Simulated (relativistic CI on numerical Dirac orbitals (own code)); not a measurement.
Electric-dipole lines of La³¹⁺

Calculated at this level of theory: Dirac-Coulomb-Breit CI, separate exchange-only KLI orbitals for each configuration, a model potential for QED, unscaled Slater integrals (own radial code, finite nucleus).

Configuration list (outside the closed core [Ne]): 3s2.3p6.3d8, 3s2.3p5.3d9, 3s2.3p4.3d10, 3s.3p6.3d9, 3p6.3d10, 3s.3p5.3d10, 3s2.3p6.3d7.4s, 3s2.3p6.3d7.4p, 3s2.3p6.3d7.4d, 3s2.3p4.3d9.4s, 3s2.3p5.3d8.4s, 3s2.3p4.3d9.4p, 3s2.3p6.3d7.4f, 3s2.3p5.3d8.4p, 3s2.3p4.3d9.4d, 3s.3p5.3d9.4s, 3s2.3p6.3d6.4s2, 3s.3p5.3d9.4p, 3s2.3p6.3d6.4s.4p, 3s2.3p5.3d8.4d, 3s.3p6.3d8.4s, 3s2.3p6.3d7.5s, 3s2.3p6.3d6.4p2, 3s.3p5.3d9.4d, 3p6.3d9.4s, 3s2.3p6.3d7.5p, 3s2.3p6.3d6.4s.4d, 3s.3p6.3d8.4p, 3s2.3p5.3d8.4f, 3s2.3p6.3d7.5d, 3p6.3d9.4p, 3s2.3p6.3d6.4p.4d, 3s2.3p5.3d7.4s2, 3s2.3p6.3d7.5f, 3s2.3p6.3d7.5g, 3p6.3d9.4d. Levels of other configurations are missing.

```tsv
λ vac (nm)	Lower	Upper	A (s⁻¹)	E lower (eV)	E upper (eV)
1.1558	3s2.3p6.3d8 3F_4 [1]	3s2.3p6.3d7.4f 5H°_5 [399]	3.99e+12	0.00	1072.74
1.1580	3s2.3p6.3d8 3F_4 [1]	3s2.3p6.3d7.4f 3G°_4 [391]	3.59e+12	0.00	1070.65
1.1626	3s2.3p6.3d8 3F_4 [1]	3s2.3p6.3d7.4f 3G°_4 [384]	3.11e+12	0.00	1066.46
1.1627	3s2.3p6.3d8 3F_4 [1]	3s2.3p6.3d7.4f 3G°_5 [383]	2.07e+12	0.00	1066.37
1.1639	3s2.3p6.3d8 3F_4 [1]	3s2.3p6.3d7.4f 5P°_3 [380]	2.39e+12	0.00	1065.26
1.1650	3s2.3p6.3d8 1D_2 [2]	3s2.3p6.3d7.4f 3D°_1 [390]	7.13e+12	6.39	1070.59
1.1652	3s2.3p6.3d8 3F_4 [1]	3s2.3p5.3d8.4s 3D°_3 [378]	2.79e+12	0.00	1064.09
1.1664	3s2.3p6.3d8 3F_4 [1]	3s2.3p5.3d8.4s 5D°_4 [375]	1.88e+12	0.00	1062.94
1.1797	3s2.3p6.3d8 3F_4 [1]	3s2.3p5.3d8.4s 3F°_4 [357]	2.54e+12	0.00	1050.99
1.1828	3s2.3p6.3d8 3F_4 [1]	3s2.3p5.3d8.4s 5F°_5 [356]	1.50e+12	0.00	1048.19
1.1943	3s2.3p6.3d8 1D_2 [2]	3s2.3p5.3d8.4s 1F°_3 [354]	3.87e+12	6.39	1044.48
1.1964	3s2.3p6.3d8 3F_4 [1]	3s2.3p5.3d8.4s 3G°_5 [348]	4.83e+12	0.00	1036.28
1.4163	3s2.3p6.3d8 3F_4 [1]	3s2.3p6.3d7.4p 3D°_3 [98]	1.80e+12	0.00	875.41
1.4241	3s2.3p6.3d8 1G_4 [7]	3s2.3p6.3d7.4p 1G°_4 [143]	2.67e+12	28.25	898.90
1.4259	3s2.3p6.3d8 3F_4 [1]	3s2.3p6.3d7.4p 3H°_4 [93]	1.62e+12	0.00	869.53
1.4266	3s2.3p6.3d8 3F_4 [1]	3s2.3p6.3d7.4p 3F°_4 [91]	1.61e+12	0.00	869.10
1.4287	3s2.3p6.3d8 3F_4 [1]	3s2.3p6.3d7.4p 3G°_5 [90]	2.30e+12	0.00	867.82
1.4346	3s2.3p6.3d8 1D_2 [2]	3s2.3p6.3d7.4p 1F°_3 [94]	2.03e+12	6.39	870.62
3.5432	3s2.3p6.3d8 3F_3 [3]	3s2.3p5.3d9 3P°_2 [18]	5.30e+11	16.91	366.83
3.5718	3s2.3p6.3d8 1G_4 [7]	3s2.3p5.3d9 1F°_3 [20]	1.52e+12	28.25	375.37
3.6075	3s2.3p6.3d8 3P_2 [5]	3s2.3p5.3d9 3P°_2 [18]	4.89e+11	23.15	366.83
4.3311	3s2.3p6.3d8 3F_3 [3]	3s2.3p5.3d9 3F°_3 [16]	2.13e+11	16.91	303.18
4.3626	3s2.3p6.3d7.4s 3F_4 [32]	3s2.3p5.3d8.4s 3D°_3 [382]	8.54e+11	781.66	1065.85
4.3654	3s2.3p6.3d7.4s 5F_5 [31]	3s2.3p5.3d8.4s 5D°_4 [375]	9.01e+11	778.92	1062.94
4.3688	3s2.3p6.3d8 3F_4 [1]	3s2.3p5.3d9 3D°_3 [12]	8.12e+11	0.00	283.80
4.3988	3s2.3p5.3d9 3D°_3 [12]	3s2.3p4.3d10 3P_2 [26]	6.85e+11	283.80	565.65
4.4218	3s2.3p6.3d8 3P_2 [5]	3s2.3p5.3d9 3D°_1 [17]	5.73e+11	23.15	303.54
4.4357	3s2.3p6.3d8 3F_3 [3]	3s2.3p5.3d9 3D°_2 [14]	5.59e+11	16.91	296.43
4.4483	3s2.3p5.3d9 1F°_3 [20]	3s2.3p4.3d10 1D_2 [29]	1.26e+12	375.37	654.09
4.5097	3s2.3p6.3d8 1G_4 [7]	3s2.3p5.3d9 3F°_3 [16]	4.03e+11	28.25	303.18
4.5872	3s.3p6.3d9 3D_3 [22]	3s.3p5.3d10 3P°_2 [33]	7.51e+11	517.70	787.98
4.6033	3s2.3p6.3d7.4s 3F_4 [32]	3s2.3p5.3d8.4s 3F°_4 [357]	5.38e+11	781.66	1050.99
4.6045	3s2.3p6.3d7.4s 5F_5 [31]	3s2.3p5.3d8.4s 5F°_5 [356]	5.75e+11	778.92	1048.19
4.6275	3s2.3p6.3d8 3F_4 [1]	3s2.3p5.3d9 3F°_4 [10]	2.44e+11	0.00	267.93
4.6332	3s2.3p6.3d8 1D_2 [2]	3s2.3p5.3d9 1D°_2 [11]	4.71e+11	6.39	273.99
4.7236	3s2.3p5.3d9 3F°_3 [16]	3s2.3p4.3d10 3P_2 [26]	5.66e+11	303.18	565.65
4.9639	3s2.3p5.3d9 3F°_4 [10]	3s.3p6.3d9 3D_3 [22]	5.02e+11	267.93	517.70
10.293	3s2.3p6.3d7.4p 3G°_5 [68]	3s2.3p6.3d7.4d 3H_6 [186]	1.68e+11	839.01	959.46
12.597	3s2.3p6.3d7.4p 5G°_6 [87]	3s2.3p6.3d7.4d 5H_7 [189]	1.13e+11	865.89	964.31
14.188	3s2.3p6.3d7.4s 3D_3 [36]	3s2.3p6.3d7.4p 3F°_4 [104]	6.66e+10	790.96	878.35
14.256	3s2.3p6.3d7.4s 5F_5 [31]	3s2.3p6.3d7.4p 5G°_6 [87]	6.47e+10	778.92	865.89
14.277	3s2.3p6.3d7.4s 5F_4 [38]	3s2.3p6.3d7.4p 5G°_5 [112]	6.79e+10	795.93	882.77
14.369	3s2.3p6.3d7.4s 3G_5 [40]	3s2.3p6.3d7.4p 3H°_6 [122]	6.62e+10	802.39	888.68
14.511	3s2.3p6.3d7.4s 3H_6 [48]	3s2.3p6.3d7.4p 3I°_7 [135]	6.57e+10	808.11	893.55
14.514	3s2.3p6.3d7.4s 1H_5 [61]	3s2.3p6.3d7.4p 3I°_6 [162]	6.57e+10	825.71	911.14
```

Terms are leading LS components. Brackets give the number of a level in order of energy, since labels repeat. The list gives strong lines, with weight on those to low levels, without lines whose two gauges differ by over a factor of 2.5, among the lowest 400 of 6587 levels, so that lines to higher ones, which can be the strongest, are missing. Levels whose partners in the same complex of configurations lie outside the list can be far off, and so can their lines. Rates are taken at the computed energies, electric ones in the length gauge.

At this charge energies of transitions that change n are usually good to better than 1 %, and those within a shell (Δn = 0) to a few per cent. Terms inside the open d or f shell come out 10 to 20 % too wide with unscaled integrals.

LS names give the leading component of a level, which can be under half, so a name can repeat, a term be missing and a line seem to break the LS rules.
